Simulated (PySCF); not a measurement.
BrGeH₃.
Atom-mapped SMILES: `[GeH3:1][Br:2]` (hydrogens: H3, H4, H5 on Ge1)

A linear-response calculation (PySCF, def2-SVPD basis, gas phase, vertical, core orbitals frozen in the response) gave these numbers; the functional is withheld.

Orbital energies (eV): HOMO-3 -10.29, HOMO-2 -9.94, HOMO-1 -8.02, HOMO -8.02, LUMO -1.17, LUMO+1 -0.21, LUMO+2 0.73.

| state | E (eV) | f | main configurations (H = HOMO, L = LUMO) |
| --- | --- | --- | --- |
| S1 | 5.78 | 0.015 | H-1/H→L (99%) |
| S2 | 5.79 | 0.015 | H-1/H→L (99%) |
| S3 | 6.90 | 0.0025 | H-1/H→L+1 (99%) |
| S4 | 6.90 | 0.0025 | H-1/H→L+1 (99%) |
| S5 | 7.69 | 0.0000 | H-1/H→L+3 (≥44%), H-1/H→L+2 (≥44%) |
| S6 | 7.77 | 0.0089 | H-1/H→L+2 (≥34%), H-1/H→L+3 (≥31%), H-2→L (26%) |

Triplets (Tamm–Dancoff): T1 5.36 eV, H-1/H→L (98%); T2 5.36 eV, H-1/H→L (98%); T3 6.73 eV, H-1/H→L+1 (≥96%); T4 6.73 eV, H-1/H→L+1 (≥96%).

Vertical ionisation energy by ΔSCF with the same functional: 10.65 eV. Mean static polarisability: 55.0 au.

Orbitals of the list HOMO-3 to LUMO+2 that lie within 0.01 eV of each other are written together with a slash and their weights summed (≥ marks a lower bound); for degenerate orbitals outside that list single weights are arbitrary.

**Question.** Name the functional.
A. wB97X-D
B. PBE
C. HF
D. B3LYP

**Answer.** D. B3LYP is a global hybrid with 20% exact exchange. In this run −ε(HOMO) = 8.02 eV differs from the ΔSCF value by -2.63 eV, and S1 differs from the orbital gap of 6.85 eV by -1.07 eV. The ratio −ε(HOMO)/IP is 0.75. Usual ranges for neutral molecules in this basis: 0.67 to 0.83 with B3LYP, 0.5 to 0.7 with PBE, 0.89 to 0.99 with wB97X-D; Hartree–Fock can't fall below 1, since the ion's relaxation only lowers the ΔSCF value.

Theory: TDDFT B3LYP/def2-SVPD, vertical, gas phase, core orbitals frozen in the response in PySCF 2.14.0, density-fitted response routines. Isolated species at its PBE0-D3(BJ)/def2-SVP geometry, gas phase. Relativistic effects, spin–orbit coupling among them, are left out although an element past zinc is present.
